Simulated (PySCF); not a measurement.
## How methods differ on the ionisation energy of C+

C+ [He] 2s2 2p1 (2P) → C(2+) [He] 2s2 (1S), as a difference of total energies. Calculation: PySCF 2.14, in x2c-SVPall (3s2p1d, 14 functions); the spin-free X2C one-electron Hamiltonian (Gaussian nucleus). Correlated levels: valence: 1s2 frozen. The calculations carry no spin-orbit coupling.

| method | ionisation energy (eV) |
| --- | --- |
| UHF | 24.304 |
| BP86 | 25.037 |
| MN15 | 24.546 |
| MP2 (valence) | 24.351 |
| SCS-MP2 (valence) | 24.305 |
| CCSD (valence) | 24.129 |
| CCSD(T) (valence) | 24.149 |

**Question.** How much does correlation contribute at CCSD(T) (valence)?

**Answer.** 24.149 − (24.304) = -0.155 eV, measured against UHF.

Errors of the correlated levels include the incompleteness of this basis and the frozen core.

The coupled-cluster amplitudes are large for C(2+) (T1 above 0.03 or a double amplitude above 0.15), so a single reference is strained.

For comparison: 24.378 eV (measured; NIST levels, between the centres of gravity of the two terms).
